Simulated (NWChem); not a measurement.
System: C2H9NSi; SMILES N[C@@H]([SiH3])C

```xyz
13

C     -1.2039     1.2369     0.1087
C      0.0201     0.4856    -0.3983
N      1.2380     1.1332     0.0919
Si    -0.0275    -1.3735     0.0367
H     -1.1235     2.3045    -0.1504
H     -1.2909     1.1685     1.2064
H     -2.1350     0.8384    -0.3225
H      0.0318     0.5626    -1.5010
H      2.0712     0.6860    -0.2863
H      1.3025     1.0498     1.1065
H      1.2001    -2.0373    -0.5082
H     -0.0035    -1.5167     1.5289
H     -1.2308    -2.0943    -0.4927
```
Atoms are numbered in this order, from 1.

Results from NWChem. Medium grid unless said otherwise, to which SCAN and Minnesota functionals are sensitive. The geometry was optimised at PBE0/def2-SVP. B3LYP is NWChem's, with the RPA form of VWN correlation.

### Question
Order these by “highest occupied level (eV)”, lowest first: LDA (Slater exchange, VWN5)/def2-TZVP; M06-2X/def2-TZVP; TPSSh/def2-TZVP; B3LYP/def2-TZVP.

### Answer
M06-2X/def2-TZVP (-7.87), B3LYP/def2-TZVP (-6.38), TPSSh/def2-TZVP (-5.85), LDA (Slater exchange, VWN5)/def2-TZVP (-5.38)
